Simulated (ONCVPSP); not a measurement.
# Varying the ONCV potential for Cl

Base potential:

```
Element                 : Cl (Z = 17)
Generator               : ONCVPSP 4.0.1
Type                    : optimised norm-conserving Vanderbilt (ONCV)
Functional              : PBE
Relativity              : scalar-relativistic
Frozen core             : [Ne]
Valence charge          : 7
Reference configuration : 3s2 3p4.5 (charge +0.5)
Partial waves           : 3s: rc 1.35 bohr, ncon 4, nbas 7, qcut 5.4 1/bohr, 3 projectors, debl 0.9 Ha; 3p: rc 1.35 bohr, ncon 4, nbas 8, qcut 6.9 1/bohr, 3 projectors, debl 1.9 Ha; d scattering state at 0.26 Ha: rc 1.05 bohr, ncon 4, nbas 7, qcut 10 1/bohr, 3 projectors, debl 2.5 Ha
Local potential         : polynomial inside 0.65 bohr (lpopt 4, dvloc0 1 Ha)
Core correction         : Teter function fitted to the true core (icmod 2), fcfact 0.6
```

In the s channel the program set the typed energies aside and used -0.962, 0.250, 1.150 Ha.

All-electron outer shells of the reference configuration (PBE, scalar-relativistic, ld1.x):

```csv
shell,level (eV),outermost node (bohr),outermost maximum (bohr)
2s,-258.81,0.12,0.36
2p,-197.75,–,0.30
3s,-26.19,0.55,1.27
3p,-13.81,0.53,1.41
```

Cutoffs, loose and tight: the cutoffs (Ha) at which the residual kinetic energy of the hardest occupied pseudo-wave falls to 1 and 0.1 mHa per electron. They do not see the model core or the augmentation charge, which bear on the density cutoff. Test errors are all-electron minus pseudo excitation energies from the reference, over the configurations 3s2 3p5; 3s2 3p4; 3s2 3p3; 3s2 3p1. A dash means not determined; rows that change the core or the reference have their own tests.

For the base: The cutoffs count occupied waves only; projector 1 of the d channel, the hardest unoccupied one, needs 43 Ha at the loose tolerance.

A true bound ghost makes a file unfit for plane-wave use even where its test errors are small: the radial tests pick states by their node count and pass the ghost by.

```tsv
change	outcome	cutoff, loose	cutoff, tight	bound ghosts	GHOST(+) flags above zero	largest test error (meV)
base	generated, projector energies reset by the program	17 Ha	55 Ha	s, p, d	s	+154
all radii but the core radius scaled by about 0.79 (s 1.06, p 1.06, d 0.84 bohr); local potential polynomial inside 0.52 bohr (lpopt 4, dvloc0 1 Ha)	generated, projector energies reset by the program	89 Ha	178 Ha	s, p, d	p	+114
all radii but the core radius scaled by about 0.83 (s 1.12, p 1.12, d 0.88 bohr); local potential polynomial inside 0.54 bohr (lpopt 4, dvloc0 1 Ha)	generated, projector energies reset by the program	17 Ha	141 Ha	s, p, d	s, p	+132
all radii but the core radius scaled by about 0.91 (s 1.22, p 1.22, d 0.96 bohr); local potential polynomial inside 0.58 bohr (lpopt 4, dvloc0 1 Ha)	generated, projector energies reset by the program	16 Ha	50 Ha	s, p, d	s, p	+145
all radii but the core radius scaled by about 0.97 (s 1.30, p 1.30, d 1.02 bohr); local potential polynomial inside 0.62 bohr (lpopt 4, dvloc0 1 Ha)	generated, projector energies reset by the program	17 Ha	56 Ha	s, p, d	s	+152
all radii but the core radius scaled by about 1.13 (s 1.52, p 1.52, d 1.18 bohr); local potential polynomial inside 0.74 bohr (lpopt 4, dvloc0 1 Ha)	generated, projector energies reset by the program	14 Ha	44 Ha	none	s	+159
all radii but the core radius scaled by about 1.21 (s 1.64, p 1.64, d 1.26 bohr); local potential polynomial inside 0.78 bohr (lpopt 4, dvloc0 1 Ha)	generated, projector energies reset by the program	13 Ha	33 Ha	none	s	+161
all radii but the core radius scaled by about 1.31 (s 1.76, p 1.76, d 1.38 bohr); local potential polynomial inside 0.86 bohr (lpopt 4, dvloc0 1 Ha)	generated, projector energies reset by the program	12 Ha	18 Ha	none	s	+163
```

(1) What comes out with this change to the base: all radii but the core radius scaled by about 1.09 (s 1.48, p 1.48, d 1.14 bohr); local potential polynomial inside 0.70 bohr (lpopt 4, dvloc0 1 Ha)?

(2) What comes out with this change to the base: all radii but the core radius scaled by about 1.27 (s 1.72, p 1.72, d 1.34 bohr); local potential polynomial inside 0.82 bohr (lpopt 4, dvloc0 1 Ha)?

Results:

(1) outcome: generated, projector energies reset by the program; cutoff, loose: 15 Ha; cutoff, tight: 47 Ha; bound ghosts: none; GHOST(+) flags above zero: s, d; largest test error (meV): +158.

(2) outcome: generated, projector energies reset by the program; cutoff, loose: 13 Ha; cutoff, tight: 22 Ha; bound ghosts: none; GHOST(+) flags above zero: s; largest test error (meV): +163.

Reading the sweep of the scale of all radii but the core radius (base = 1) (base included, trends over the rows without a ghost): The loose cutoff stays near 13 Ha. The median size of the test errors (rows with all tests solved) stays near 5.2 meV. Bound ghosts are found at 0.79, 0.83, 0.91, 0.97, 1.
